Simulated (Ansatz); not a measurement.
```yaml
crystal:
  periodic: [false, false, false]
  atoms:
    - {symbol: C, position_ang: [1.854095, -1.815569, -0.249918]}
    - {symbol: C, position_ang: [0.702695, -0.890213, -0.477728]}
    - {symbol: C, position_ang: [0.002720, -0.885245, -1.675534]}
    - {symbol: C, position_ang: [-1.062070, -0.020352, -1.870316]}
    - {symbol: C, position_ang: [-1.448410, 0.857523, -0.870399]}
    - {symbol: C, position_ang: [-0.778536, 0.888688, 0.344111]}
    - {symbol: C, position_ang: [-1.181217, 1.828664, 1.434147]}
    - {symbol: C, position_ang: [0.296204, 0.005582, 0.521645]}
    - {symbol: C, position_ang: [0.999985, 0.018879, 1.761542]}
    - {symbol: N, position_ang: [1.567807, 0.029109, 2.764640]}
    - {symbol: H, position_ang: [2.027920, -2.442993, -1.123980]}
    - {symbol: H, position_ang: [1.673993, -2.464348, 0.611212]}
    - {symbol: H, position_ang: [2.770422, -1.258967, -0.036427]}
    - {symbol: H, position_ang: [0.298320, -1.569006, -2.463245]}
    - {symbol: H, position_ang: [-1.597395, -0.030589, -2.812982]}
    - {symbol: H, position_ang: [-2.282716, 1.530923, -1.031216]}
    - {symbol: H, position_ang: [-0.357174, 2.493796, 1.705278]}
    - {symbol: H, position_ang: [-1.456267, 1.284887, 2.341685]}
    - {symbol: H, position_ang: [-2.030356, 2.439229, 1.127496]}
basis:
  gaussian: {orbitals: def2-TZVP, fitting: {mean_field: cc-pVTZ-jkfit}, final_grid: {core_spheres: 8, valence_spheres: 7, degree: 23}, point_charges: [{charge: -1.00, position_ang: [5.727, 0.608, -0.018]}]}
hamiltonian: {xc: {name: wB97}, pseudopotentials: {relativity: scalar}}
output: {forces: true}
```

```sh
$ ansatz run in.yaml --threads 2 --pin off --events-out ev --progress --plain --max-ram 32768MiB --backend cuda --devices 0, --max-vram 18GiB
```

It prints (some lines left out):

```
Functional definition: wB97
  name "wB97"
  cite "Chai & Head-Gordon, J. Chem. Phys. 128, 084106 (2008) doi:10.1063/1.2834918"
  cite "Becke, J. Chem. Phys. 107, 8554 (1997) doi:10.1063/1.475007"
  parameter omega = 0.4/bohr
  parameter cx1 = 1.13116
  parameter cx2 = -2.74915
  parameter cx3 = 12.0900
  parameter cx4 = -5.71642
  parameter css1 = -2.55352
  parameter css2 = 11.8926
  parameter css3 = -26.9452
  parameter css4 = 17.0927
  parameter cos1 = 3.99051
  parameter cos2 = -17.0066
  parameter cos3 = 1.07292
  parameter cos4 = 8.88211
  # The coefficients of nought are those of the uniform gas.
  exchange = spin_sum(e_x_unif_sr(omega)*poly(b97_u_x, 1, cx1, cx2, cx3, cx4)) + exact_x_lr(omega)
  correlation = spin_sum(e_c_pw_same_spin*poly(b97_u_same, 1, css1, css2, css3, css4))
      + integral(e_c_pw_opposite_spin*poly(b97_u_opposite, 1, cos1, cos2, cos3, cos4))
1060 factors; integrals over basis functions are off by at most 5.4e-1 eV
1060 factors; integrals over basis functions are off by at most 3.2e-6 eV
mean field evaluation 1: about -10969.1742 eV, gradient 5.3e1 eV
mean field evaluation 2: about -10971.9099 eV, gradient 4.4e1 eV
mean field evaluation 4: about -10975.5670 eV, gradient 3.3e0 eV
mean field evaluation 8: about -10975.5920 eV, gradient 6.0e-2 eV
mean field evaluation 16: about -10975.5920 eV, gradient 6.8e-5 eV
mean field -10975.59202610 eV, -403.3455674358 hartree, gradient 2.6e-5 eV, S^2 0.000000; 0 other end points of the search recorded, 0 dependent functions left out
the calculation of the forces begins
reference -10975.59201161 eV, -403.3455669031 hartree; 35, 35 occupied and 329, 329 virtual orbitals, 1060 factors
Total energy: -10975.59201161 eV, -403.3455669031 hartree
Relativity: scalar
Atom 0 at     1.854095    -1.815569    -0.249918 Å, force     0.240293    -0.093038     0.072302 eV/Å
Atom 1 at     0.702695    -0.890213    -0.477728 Å, force    -0.034196     0.058526     0.125201 eV/Å
Atom 2 at     0.002720    -0.885245    -1.675534 Å, force    -0.109306     0.012603    -0.083153 eV/Å
Atom 3 at    -1.062070    -0.020352    -1.870316 Å, force     0.020088    -0.043924    -0.036164 eV/Å
Atom 4 at    -1.448410     0.857523    -0.870399 Å, force    -0.076142     0.053833     0.009545 eV/Å
Atom 5 at    -0.778536     0.888688     0.344111 Å, force     0.158607    -0.225371    -0.143072 eV/Å
Atom 6 at    -1.181217     1.828664     1.434147 Å, force    -0.041040     0.180224     0.223840 eV/Å
Atom 7 at     0.296204     0.005582     0.521645 Å, force    -0.287395     0.016524    -0.520477 eV/Å
Atom 8 at     0.999985     0.018879     1.761542 Å, force     0.499532     0.015531     0.745020 eV/Å
Atom 9 at     1.567807     0.029109     2.764640 Å, force    -0.270486    -0.022096    -0.134371 eV/Å
Atom 10 at     2.027920    -2.442993    -1.123980 Å, force     0.007904    -0.002424    -0.038835 eV/Å
Atom 11 at     1.673993    -2.464348     0.611212 Å, force    -0.047965    -0.005196     0.031357 eV/Å
Atom 12 at     2.770422    -1.258967    -0.036427 Å, force     0.102962     0.077871    -0.039831 eV/Å
Atom 13 at     0.298320    -1.569006    -2.463245 Å, force     0.041748    -0.027473    -0.042091 eV/Å
Atom 14 at    -1.597395    -0.030589    -2.812982 Å, force    -0.032286     0.008587    -0.067330 eV/Å
Atom 15 at    -2.282716     1.530923    -1.031216 Å, force    -0.059864     0.059213    -0.015475 eV/Å
Atom 16 at    -0.357174     2.493796     1.705278 Å, force     0.022901    -0.004714    -0.011047 eV/Å
Atom 17 at    -1.456267     1.284887     2.341685 Å, force     0.000569    -0.018906     0.015137 eV/Å
Atom 18 at    -2.030356     2.439229     1.127496 Å, force    -0.049410     0.031362    -0.027010 eV/Å
Dipole moment:    -0.027264    -0.020543    -0.674885 e Å
```

Hardware: 2 threads of an AMD EPYC 7R13 on a shared host and a share of an NVIDIA H100 80 GB. Wall time 3.3 s, peak host memory 1.1 GiB.
